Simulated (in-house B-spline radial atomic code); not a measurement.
A radial electron density 4πr²n(r) was computed for an atom or ion in its tabulated ground configuration with an all-electron radial atomic-structure program (B-spline basis); method: Dirac-Kohn-Sham B97-1, spherical fractional occupations, exact exchange averaged over the configuration. Columns: r (bohr), 4πr²n(r) (electrons per bohr), bar.

```
 0.00101    2.479 #
 0.00124    3.514 ##
 0.00153    4.993 ##
 0.00189    7.053 ###
 0.00232    9.771 #####
 0.00286    13.48 ######
 0.00352    18.28 ########
 0.00433    24.37 ###########
 0.00534    31.92 ###############
 0.00657    40.62 ###################
 0.00809    50.15 #######################
 0.00996    59.63 ###########################
  0.0123    67.87 ###############################
  0.0151    73.11 ##################################
  0.0186    74.52 ##################################
  0.0229    72.02 #################################
  0.0282     67.6 ###############################
  0.0347    65.07 ##############################
  0.0427    68.32 ###############################
  0.0526     78.3 ####################################
  0.0648    90.27 ##########################################
  0.0797    95.52 ############################################
  0.0982    88.82 #########################################
   0.121    75.57 ###################################
   0.149    69.28 ################################
   0.183    75.45 ###################################
   0.226    81.72 ######################################
   0.278    70.85 #################################
   0.342    46.46 #####################
   0.421    29.67 ##############
   0.518    29.68 ##############
   0.638    32.89 ###############
   0.786    26.98 ############
   0.968    16.25 #######
    1.19    9.278 ####
    1.47    6.499 ###
    1.81    4.553 ##
    2.22    2.365 #
    2.74   0.7725 
    3.37   0.1534 
    4.15  0.01617 
    5.11 0.0008053 
    6.29 1.651e-05
```

Q: Which atom or ion is it?
A. Ba3+
B. Ba5+
C. Ba4+
D. Pr5+

A: C. The area under the curve, ∫4πr²n dr = ∫r·4πr²n d(ln r) on this logarithmic grid, is 52 electrons, which only this option has. The configuration is [Kr] 4d10 5s2 5p4.
